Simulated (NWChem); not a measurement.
Molecule: CaH₂S₂; SMILES [SH][Ca][SH]

```xyz
5

Ca     0.0000     0.0000     0.3074
S      2.5485    -0.0280    -0.1230
H      2.5140     0.9017    -1.1057
S     -2.5485     0.0280    -0.1230
H     -2.5140    -0.9017    -1.1057
```
Atoms are numbered in this order, from 1.

All runs: NWChem. Pople sets run with spherical d functions. Geometry: optimised at PBE0/def2-SVP. Vertical excitations in the gas phase; the lowest state need not have the same character in each row.

For level PBE/6-31+G*, TDA:

| Quantity | Result |
|---|---|
| lowest excitation, singlet (eV) | 2.90 |
| lowest triplet (eV) | 2.76 |
| orbital gap (eV) | 2.85 |

What are these values for level Hartree-Fock/6-31+G*, CIS?


| Property | Result |
|---|---|
| lowest excitation, singlet (eV) | 4.65 |
| lowest triplet (eV) | 4.28 |
| orbital gap (eV) | 8.97 |
